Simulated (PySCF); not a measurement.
SMILES N[SiH2]CB(O)O (PBE0/def2-SVP optimised geometry):

```
14

Si     0.856    -0.215     0.000
N      0.109     1.347     0.000
C      0.221    -1.103    -1.534
B     -1.271    -0.686    -1.801
O     -1.506     0.398    -2.597
O     -2.360    -1.314    -1.261
H      0.448    -0.947     1.244
H      2.360    -0.215     0.000
H      0.309     2.045     0.706
H     -0.113     1.770    -0.896
H      0.352    -2.188    -1.390
H      0.850    -0.798    -2.386
H     -2.451     0.588    -2.645
H     -2.129    -2.045    -0.683
```

Method: PBE0/def2-TZVP run with PySCF.

Task: What are the frontier orbital energies and the dipole moment?

Result: HOMO-2 -9.17 eV, HOMO-1 -8.60 eV, HOMO -7.20 eV, LUMO 0.58 eV, LUMO+1 0.69 eV; dipole moment 0.39 D.

On the same geometry PBE/def2-TZVP in PySCF gives HOMO-2 -7.54 eV, HOMO-1 -7.23 eV, HOMO -5.78 eV, LUMO -0.26 eV, LUMO+1 -0.14 eV; dipole moment 0.43 D.

Meta-Löwdin charges at PBE0/def2-TZVP: Si1 0.76, N2 -0.75, C3 -0.60, B4 0.45, O5 -0.54, O6 -0.54, H7 -0.13, H8 -0.14, H9 0.24, H10 0.24, H11 0.13, H12 0.15, H13 0.35, H14 0.36.
